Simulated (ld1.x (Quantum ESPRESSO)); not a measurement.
# What the settings do to the TM potential of Sb (Z = 51)

Base potential:

- Element: Sb
- Generator: ld1.x (Quantum ESPRESSO) 7.5
- Type: norm-conserving Troullier–Martins (Kleinman–Bylander form)
- Functional: LDA (PZ)
- Relativity: fully relativistic
- Frozen core: [Kr]
- Valence charge: 15
- Reference configuration: 4d10 5s1.75 5p3.25
- Partial waves: 5p (bound): rc 2.35 bohr; 4d (bound): rc 1.70 bohr; 5s (bound): rc 1.90 bohr
- Local potential: the s channel
- Core correction: none

Open shells are filled in proportion to 2j + 1 (rel_dist='average').

Cutoffs, loose and tight: the cutoffs (Ry, on a coarse ladder) from which the occupation-weighted sum of valence levels, in a spherical-Bessel basis at the reference potential, stays within 10 and 1 mRy of its value at 400 Ry. They do not see the model core or the augmentation charge, which bear on the density cutoff. Test errors are all-electron minus pseudo excitation energies from the reference, over the configurations 4d10 5s2 5p3; 4d10 5s2 5p2; 4d10 5s2 5p1; 4d10 5s1 5p4; 4d9 5s2 5p3; 4d10 5s1 5p0; 4d10 5s2 5p0. A dash means not determined; rows that change the core or the reference have their own tests. The largest error is taken over the tests solved by every variant that gives reliable tests at all: 4d10 5s1 5p0; 4d10 5s1 5p4; 4d10 5s2 5p0; 4d10 5s2 5p3; 4d9 5s2 5p3.

A true bound ghost makes a file unfit for plane-wave use even where its test errors are small: the radial tests pick states by their node count and pass the ghost by.

```tsv
change	outcome	cutoff, loose	cutoff, tight	bound ghosts	largest test error (meV)
base	generated	80 Ry	140 Ry	none	-265
core correction a·sin(br)/r model core inside 1.48 bohr	generated	80 Ry	140 Ry	none	-282
wave 4d (bound): rc 1.70 bohr becomes 4d (bound): rc 2.14 bohr	generated	60 Ry	110 Ry	none	-68
wave 5s (bound): rc 1.90 bohr becomes 5s (bound): rc 1.78 bohr	generated	80 Ry	140 Ry	none	-254
type TM semilocal; scalar-relativistic; local potential the p channel	generated	80 Ry	140 Ry	none	-147
core [Kr] 4d10, valence charge 5; reference 5s2 5p2; waves now 5p (bound): rc 1.90 bohr; 5s (bound): rc 1.65 bohr	generated	30 Ry	70 Ry	d	+470
reference 4d10 5s1 5p4	generated	80 Ry	140 Ry	none	-297 over the solved tests; 1 of 7 tests not solved or not reliable
functional PBEsol	generated	80 Ry	140 Ry	none	-275
local potential the p channel	generated, misses its reference levels by 0.44 eV	80 Ry	140 Ry	none	-241
```

Problem. What comes out with this change to the base: all radii scaled by about 1.13 (s 2.16, p 2.66, d 1.92 bohr)?

Solution. outcome: generated; cutoff, loose: 70 Ry; cutoff, tight: 120 Ry; bound ghosts: none; largest test error (meV): -153.
